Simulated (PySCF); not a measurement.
Input of a response calculation (the driver script's job line, then coordinates in Å):

```
{"job": {"kind": "uv", "xc": "CAM-B3LYP", "basis": "def2-SVPD", "nstates": 8, "ntriplets": 3}, "charge": 0, "multiplicity": 1}
B      1.429914     1.696519    -0.136976
C      0.660788     0.711463     0.807960
C      0.464989    -0.704929     0.311852
C     -0.426244    -1.005795    -0.902821
B     -1.172132     0.102875    -1.669695
C     -0.820815    -1.409698     0.508859
F     -1.844117    -0.745264     1.117123
H      1.716431     2.755450     0.265986
H      1.705990     1.391629    -1.231179
H      1.123810     0.666603     1.799493
H     -0.323015     1.158258     0.987398
H      1.358665    -1.315915     0.380088
H     -0.074885    -1.854478    -1.481779
H     -1.639292     1.019780    -1.117396
H     -1.294268     0.003710    -2.828557
H     -0.873417    -2.461263     0.768711
```

Its output, with some lines taken out ([cut]):

```
coarse grid: 13184 points
cycle   1  E = -306.8173414365  dE =  8.955e-01  |g| = 5.037e-01  |ddm| = 6.731e+00
cycle   2  E = -306.8199909062  dE = -2.649e-03  |g| = 5.635e-01  |ddm| = 1.376e+00
cycle   3  E = -306.8733448910  dE = -5.335e-02  |g| = 5.827e-02  |ddm| = 6.216e-01
cycle   4  E = -306.8738528531  dE = -5.080e-04  |g| = 3.038e-02  |ddm| = 1.247e-01
cycle   5  E = -306.8740586983  dE = -2.058e-04  |g| = 5.605e-03  |ddm| = 5.332e-02
cycle   6  E = -306.8740670582  dE = -8.360e-06  |g| = 1.155e-03  |ddm| = 1.458e-02
final grid: 127200 points
cycle   7  E = -306.9310052142  dE = -4.758e-05  |g| = 4.325e-03  |ddm| = 1.210e-01
cycle   8  E = -306.9310045274  dE =  6.868e-07  |g| = 5.117e-03  |ddm| = 1.595e-02
cycle   9  E = -306.9310095369  dE = -5.009e-06  |g| = 3.978e-04  |ddm| = 5.528e-03
cycle  10  E = -306.9310095646  dE = -2.774e-08  |g| = 2.263e-04  |ddm| = 1.024e-03
cycle  11  E = -306.9310095765  dE = -1.189e-08  |g| = 3.897e-05  |ddm| = 4.778e-04
cycle  12  E = -306.9310095771  dE = -5.418e-10  |g| = 1.262e-05  |ddm| = 1.199e-04
converged SCF energy = -306.9310095771

[cut]

Singlet excitations
state   eV       nm        f      main configurations
[cut]
  2   5.7718    214.8   0.00760   H->L+1 0.41, H-2->L 0.16, H-1->L 0.16
[cut]
[cut]
  5   6.1746    200.8   0.04129   H-1->L 0.52, H->L+1 0.17, H-4->L 0.10
[cut]
  7   7.0809    175.1   0.06574   H-1->L+1 0.83
  8   7.2720    170.5   0.00890   H-5->L 0.33, H->L+1 0.16, H-3->L 0.08

[cut]
```

Theory: PySCF 2.14.0, density-fitted response routines, TDDFT CAM-B3LYP/def2-SVPD, vertical, gas phase, core orbitals frozen in the response. The structure is a single GFN2-xTB conformer in the gas phase; no vibrational or solvent corrections.

What stood in the cut lines?

```
Static polarisability (au): isotropic 72.425, principal 64.085 76.246 76.944
  1   5.2219    237.4   0.00525   H->L 0.86
  3   5.8968    210.3   0.00151   H-2->L 0.53, H-3->L 0.17, H-3->L+1 0.12
  4   6.1217    202.5   0.02462   H-3->L 0.35, H-2->L+1 0.24, H-1->L 0.20
  6   6.8602    180.7   0.00715   H-4->L 0.34, H-5->L 0.17, H-4->L+1 0.15
Triplet excitations (Tamm-Dancoff, eV): 4.7980 5.2136 5.2557
```

What is the gap between the lowest singlet and the lowest triplet?

5.2219 − 4.7980 = 0.4239 eV (full response against Tamm–Dancoff).

What is the polarisability anisotropy, √(½[(α1 − α2)² + (α2 − α3)² + (α3 − α1)²])?

12.52 au.

What is the total energy of state 3 at this geometry?

-306.93101 + 0.21670 = -306.71431 hartree.

Write the structure that the coordinates describe.

`BC[C@@H]1[C@H](B)[C@@H]1F` (C4H9B2F), point group C1.

The SCF starts on a coarse grid; the energy jumps when the final grid takes over, and dE counts afresh there. H and L stand for HOMO and LUMO.

Shape of the structure used: `[BH2:1][CH2:2][C@@H:3]1[C@H:4]([BH2:5])[C@@H:6]1[F:7]`: B1–C2–C3–C4 -66°.
